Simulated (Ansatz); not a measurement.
`CO[SiH2]C` → CH₃OH + `C[SiH]` at 500 K and 1 bar (silylene formation by 1,1-elimination).

Computed with Ansatz on PBE0-D4/def2-TZVP structures; ΔE is electronic, products minus reactants. CCSD(T)/CBS adds triple-zeta CCSD(T) − MP2 to the extrapolated MP2 energy (def2 sets, frozen cores). This one scheme is used for every species. One conformer a species, not always the lowest.

```tsv
species	CCSD(T)/CBS energy (Eh)	H − E (kJ/mol)	S (J/(mol·K))
`CO[SiH2]C`	-445.20896	297.6	399.4
CH₃OH	-115.61712	157.0	265.4
`C[SiH]`	-329.46712	135.7	295.1
```

H − E and S are ideal-gas, rigid-rotor, harmonic terms from PBE0-D4/def2-TZVP, for one conformer and one mirror image of each species. 1 Eh = 2625.50 kJ/mol, R = 8.31446 J/(mol·K).

**Question.** By hand: ΔE, ΔH, ΔS and ΔG.

**Answer.** ΔE = (-115.61712) + (-329.46712) − (-445.20896) = 0.12472 Eh = 327.5 kJ/mol. Δ(H − E) = 157.0 + 135.7 − 297.6 = -4.9, so ΔH = 322.6 kJ/mol. ΔS = 265.4 + 295.1 − 399.4 = 161.1 J/(mol·K). ΔG = 322.6 − 500 × (161.1)/1000 = 242.1 kJ/mol.

**Question.** By hand: the equilibrium constant, and the temperature at which ΔG would vanish if ΔH and ΔS stayed fixed.

**Answer.** log₁₀ K = −ΔG/(RT ln 10) = -25.3. ΔG = 0 at ΔH/ΔS = 2002 K.

The number of gas molecules changes by +1, which sets the sign of ΔS. A doubt of 5 kJ/mol in ΔE shifts log₁₀ K by 0.5 here. Other conformers and mirror images would add mixing entropy, several J/(mol·K) or more a flexible species. These are equilibria of isolated gas molecules and say nothing of rates. Largest T1 diagnostic: 0.012 (customary marks: 0.02 for closed shells, 0.045 for open ones).
